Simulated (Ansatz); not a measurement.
Reaction (formal hydrolysis of a B–N bond): `N[BH][SbH2]` + H₂O → `O[BH][SbH2]` + NH₃

Isolated molecules relaxed with PBE0-D4/def2-TZVP in Ansatz; ΔE leaves out vibrations. CCSD(T)/CBS adds triple-zeta CCSD(T) − MP2 to the extrapolated MP2 energy (def2 sets, frozen cores). This one scheme is used for every species. Functionals use def2-TZVPP. def2 core potentials past Kr. For Sb outer-core shells are correlated without core-valence functions, which leaves a few kJ/mol of doubt a bond. One conformer a species, not always the lowest.

`N[BH][SbH2]`:

Z-matrix (Å, degrees):
```
N
B 1 1.383
H 1 1.008 2 122.7
H 1 1.006 2 123.8 3 -178.3
Sb 2 2.249 1 122.0 3 -176.7
H 2 1.197 1 118.7 3 -0.5
H 5 1.707 2 92.3 1 -117.0
H 5 1.712 2 94.2 1 -24.5
```

H₂O:

Z-matrix (Å, degrees):
```
O
H 1 0.960
H 1 0.960 2 105.1
```

`O[BH][SbH2]`:

Z-matrix (Å, degrees):
```
B
Sb 1 2.265
O 1 1.345 2 123.9
H 1 1.198 2 119.5 3 177.1
H 2 1.706 1 90.6 3 115.0
H 2 1.714 1 92.9 3 22.6
H 3 0.961 1 114.4 2 -4.4
```

NH₃:

```xyz
4

N     0.099    0.157    0.212
H     0.115    0.658   -0.668
H     0.644   -0.686    0.084
H    -0.859   -0.130    0.372
```

Is it downhill or uphill in electronic energy at CCSD(T)/CBS, and by how much? (Estimate.)

Computed: Uphill: ΔE = +7.3 kJ/mol.

What do these levels give: revPBE-D4, r2SCANh, MP2/def2-SVP, CCSD/def2-SVP, SCS-MP2/def2-TZVPP, HF/def2-QZVPP? (Best estimate.)

Computed: revPBE-D4 5.7, r2SCANh 3.0, MP2/def2-SVP 1.1, CCSD/def2-SVP 0.0, SCS-MP2/def2-TZVPP 4.5, HF/def2-QZVPP -1.1 kJ/mol.

Largest T1 diagnostic among the species: 0.015.

At CCSD(T), def2-SVP lies −7.5 kJ/mol from the extrapolated value and def2-TZVPP −2.6 kJ/mol. Leaving LDA and LC-ωPBE aside and taking each functional with its dispersion term where it has one, the values, not all of them listed here, spread over 8.0 kJ/mol, from B97M-V to PBE0-D4. LDA lies +4.7 kJ/mol from PBE without D4.
